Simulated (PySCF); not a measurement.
## Optical rotation: `[Si@H]1(F)CC=C(F)[C@H]1Cl`, C₄H₅ClF₂Si

Cartesian coordinates in Å; atom numbers follow the order of the lines, from 1:
```xyz
13

F     1.196   -2.409   -0.127
C     0.535   -1.235   -0.078
C    -0.768   -1.149   -0.296
C    -1.402    0.207   -0.196
Si   -0.016    1.321    0.480
F     0.237    2.613   -0.442
C     1.334   -0.018    0.230
Cl    2.381    0.377   -1.196
H    -1.368   -2.011   -0.538
H    -1.748    0.526   -1.182
H    -2.289    0.156    0.436
H    -0.121    1.815    1.840
H     2.027   -0.195    1.051
```

The calculation used PySCF, TDDFT PBE0/def2-SVPD circular dichroism and optical rotation, one conformer, gas phase. Geometry: GFN2-xTB.

Stereocentres: Si5 S, C7 R.

(1) What is the specific rotation at 633, 589.3, 546, 436, 405, 365, 355 nm?

(2) And for the mirror image at 589.3 nm?

(3) What is the molar rotation [Φ] = [α]·M/100 of the geometry above at 589.3 nm?

Results:

(1) [α] in deg dm⁻¹ (g/mL)⁻¹:
| λ (nm) | origin-invariant length gauge | modified velocity gauge | length gauge (centre of mass) | isotropic polarisability (au) |
| --- | --- | --- | --- | --- |
| 633 | -279.1 | -277.8 | -278.4 | 84.4 |
| 589.3 | -333.3 | -331.7 | -332.4 | 84.7 |
| 546 | -405.3 | -403.4 | -404.2 | 85.2 |
| 436 | -762.1 | -758.3 | -760.0 | 87.0 |
| 405 | -961.0 | -956.1 | -958.4 | 87.9 |
| 365 | -1374.6 | -1367.2 | -1370.9 | 89.4 |
| 355 | -1524.2 | -1515.8 | -1520.2 | 89.9 |

(2) +333.3 deg dm⁻¹ (g/mL)⁻¹ (origin-invariant length gauge): the same size and the opposite sign.

(3) With M = 154.62 g/mol, -515.3 deg cm² dmol⁻¹ (origin-invariant length gauge).

The first excitation lies at 5.69 eV (218 nm) with R = -21.5 × 10⁻⁴⁰ esu² cm² (velocity form).
